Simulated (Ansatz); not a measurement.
A series at B: from `BrB(Br)Br`, ligands are replaced one by one, each step taking up H₂O and setting free HBr; n counts the steps. Ansatz, PBE0-D4/def2-TZVP geometries. Each molecule was computed in one conformer, which needn't be the lowest.

CBS adds triple-zeta CCSD(T) − MP2 to the MP2 limit, frozen cores; atoms without spin–orbit coupling. Outer-core shells of Br are correlated without core-valence functions. Scalar relativity is left out up to krypton. Spin–orbit coupling is left out.

```tsv
n	molecule	atomization energy, CCSD(T)/CBS (kJ/mol)
0	`BrB(Br)Br`	1177.2
1	`OB(Br)Br`	1815.8
2	`OB(O)Br`	2448.5
3	`OB(O)O`	?
```

Task: By hand: fit a straight line y = ȳ + b (n − n̄) to the 3 given rows and predict n = 3.

Result: n̄ = 1.000, ȳ = 1813.83; Σ(n − n̄)(y − ȳ) = 1271.30, Σ(n − n̄)² = 2.000, so b = 635.65 kJ/mol a step. Prediction: 1813.83 + (635.65) × (2.000) = 3085.1 kJ/mol.

Task: By hand: compare with the computed value, 3074.3 kJ/mol, and give the steps along the whole series.

Result: The line misses by -10.8 kJ/mol (computed minus predicted). Steps: 638.6, 632.7, 625.8 kJ/mol.

The steps differ by up to 12.8 kJ/mol, small against a whole step but well beyond the method's doubt, so the ligands' effects don't simply add. The miss is 0.6 % of the series' range. The energies themselves are unsure by some kJ/mol a bond, though much of that is common to the series.
